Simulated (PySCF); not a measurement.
## Stationary points of TeN₂

Method: PBE0 in PySCF with Te def2-TZVP with ECP28, N def2-TZVP; scalar-relativistic core potentials, no spin–orbit coupling; density-fitted integrals.

Relaxations began from a few typed shapes; open shells are unrestricted. The search is not exhaustive: other isomers or separated fragments can lie lower, and high-lying points may rest on an excited occupation.

**Question.** Order these stationary points by electronic energy, lowest first, in kJ/mol from the lowest minimum.
A. singlet (closed shell, unstable to spin polarisation) D∞h: Te–N 1.804 Å (×2); N–Te–N 180.0°
B. singlet (closed shell, unstable to spin polarisation) C2v: Te–N 1.886 Å (×2); N–Te–N 58.5°
C. broken-symmetry Ms = 0 C2v: N–N 1.126 Å, Te–N 2.345 Å (×2); N–N–Te 76.1° (×2), N–Te–N 27.8°

**Answer.** C (0.0), B (530.3), A (556.8).

**Question.** Which of them are minima?

**Answer.** By energy in kJ/mol, 0.0: minimum; 530.3: minimum of the closed-shell surface only; 556.8: minimum of the closed-shell surface only.
